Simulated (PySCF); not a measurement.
Two-component Hartree-Fock for Ir⁺ (iridium, charge +1)

Start: [Xe] 4f14 5d6 6s1 7s1; 5d3/2 filled at m_j = +3/2; 5d5/2 filled at m_j = -3/2, -1/2, +1/2, +3/2, +5/2; 6s1/2 filled at m_j = +1/2; 7s1/2 filled at m_j = +1/2. Calculated with PySCF 2.14 in x2c-SVPall-2c with one added diffuse shell each of s, d type (8s9p10d2f, 99 functions): generalised Hartree-Fock with the X2C-1e Hamiltonian and a Gaussian nucleus; one run each with spin-orbit coupling (SO) switched off, then screened by Boettger's factors. This is a chosen level, not necessarily the ground level.

| spinor shell | electrons | ε, spin-free (eV) | ε, screened SO (eV) | weight of nominal j (screened SO) | rms radius, screened SO (bohr) |
| --- | --- | --- | --- | --- | --- |
| 1s1/2 | 2 | -76547.2 | -76520.4 | 1.000 | 0.0197 |
| 2s1/2 | 2 | -13553.2 | -13544.6 | 1.000 | 0.0796 |
| 2p1/2 | 2 | -11785.7 | -12953.9 | 1.000 | 0.0675 |
| 2p3/2 | 4 | -11785.7 | -11320.3 | 1.000 | 0.0752 |
| 3s1/2 | 2 | -3249.4 | -3246.4 | 1.000 | 0.203 |
| 3p1/2 | 2 | -2724.0 | -2982.3 | 1.000 | 0.195 |
| 3p3/2 | 4 | -2724.0 | -2618.7 | 1.000 | 0.210 |
| 3d3/2 | 4 | -2137.2 | -2181.5 | 1.000 | 0.186 |
| 3d5/2 | 6 | -2137.2 | -2104.4 | 1.000 | 0.189 |
| 4s1/2 | 2 | -741.78 | -740.65 | 1.000 | 0.450 |
| 4p1/2 | 2 | -566.39 | -627.88 | 1.000 | 0.456 |
| 4p3/2 | 4 | -566.39 | -540.83 | 1.000 | 0.489 |
| 4d3/2 | 4 | -346.33 | -355.43 | 0.999 | 0.508 |
| 4d5/2 | 6 | -346.33 | -338.91 | 0.999 | 0.519 |
| 5s1/2 | 2 | -132.08 | -131.72 | 1.000 | 1.05 |
| 4f5/2 | 6 | -99.580 | -100.81 | 0.985 | 0.586 |
| 4f7/2 | 8 | -99.580 | -97.506 | 0.989 | 0.586 |
| 5p1/2 | 2 | -83.338 | -94.488 | 0.947 | 1.19 |
| 5d5/2 | 5 | -29.575 | -30.144 | 0.475 | 1.69 |
| 5d3/2 | 1 | -29.575 | -26.166 | 0.625 | 1.71 |
| 6s1/2 | 1 | -21.919 | -21.859 | 0.973 | 2.70 |
| 7s1/2 | 1 | -6.685 | -6.666 | 0.998 | 6.83 |

(1) Where does 5p3/2 lie, and what is the 5p spin-orbit splitting (screened SO)?

```csv
quantity,spin-free,screened SO
E (hartree),-17812.68805,-17837.22084
M_J,5,5
⟨J²⟩,30.015,30.020
⟨L²⟩,6.014,6.801
⟨S²⟩,12.002,11.472
```

Each row is a mean over spinors that exchange with the open shell spreads, by up to 8.785 eV (5p3/2).

Rows whose weight is well below 1 are mixtures of j = l ± 1/2: exchange outweighs spin-orbit coupling there, and the label is only the starting occupation.

Breit and QED terms are absent; they matter most for the inner s and p1/2 levels.

Densities and radii are taken from the X2C orbitals without a picture-change correction, which distorts them close to the nucleus.

Without spin-orbit coupling the j labels of p, d and f shells carry no meaning; the spin-free column gives the mean over the occupied spinors of each nl shell.

## Answers

(1) At -78.204 eV, 16.284 eV above 5p1/2.
